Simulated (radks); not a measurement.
Values are calculated unless marked as measured or tabulated.
Task: Re IV, configuration [Xe] 4f14 5d4 (the NIST ground configuration). Level of theory: scalar-relativistic Kohn-Sham, LDA (Slater exchange, Perdew-Wang correlation), spin-polarised, spherical densities, point nucleus; open shells are filled with parallel spins first (spin-orbit coupling, left out, can overturn this in heavy ions) (a radial shooting solver on a logarithmic mesh with Libxc functionals). Some entries of the table are withheld. Estimate them.

| orbital | occ. | eigenvalue (hartree) | <r> (bohr) |
|---|---|---|---|
| 1s down | 1 | -2632.645 | 0.01804 |
| 1s up | 1 | -2632.645 | 0.01804 |
| 2s up | 1 | -457.4093 | 0.07625 |
| 2s down | 1 | -457.4012 | 0.07625 |
| 2p up | 3 | -399.4468 | 0.06836 |
| 2p down | 3 | -399.4400 | 0.06836 |
| 3s up | 1 | -106.7268 | 0.1976 |
| 3s down | 1 | -106.7232 | 0.1976 |
| 3p up | 3 | -89.63959 | 0.1980 |
| 3p down | 3 | -89.63569 | 0.1980 |
| 3d up | 5 | -70.24252 | 0.1793 |
| 3d down | 5 | -70.23660 | 0.1793 |
| 4s up | 1 | -23.12143 | 0.4408 |
| 4s down | 1 | -23.11334 | 0.4408 |
| 4p up | 3 | -17.51477 | 0.4689 |
| 4p down | 3 | -17.50660 | 0.4688 |
| 4d up | 5 | -10.48223 | 0.5003 |
| 4d down | 5 | -10.47228 | 0.5001 |
| 5s up | 1 | -4.26628 | 1.034 |
| 5s down | 1 | -4.19812 | 1.028 |
| 5p up | 3 | -2.85703 | 1.199 |
| 5p down | 3 | -2.77149 | 1.191 |
| 4f up | 7 | -2.67255 | (1) |
| 4f down | 7 | -2.65481 | (2) |
| 5d up | 4 | -1.26648 | 1.672 |
| 5d down | 0 | -1.16425 | 1.684 |

Result: 
(1) 4f up <r> (bohr): 0.5813
(2) 4f down <r> (bohr): 0.5776
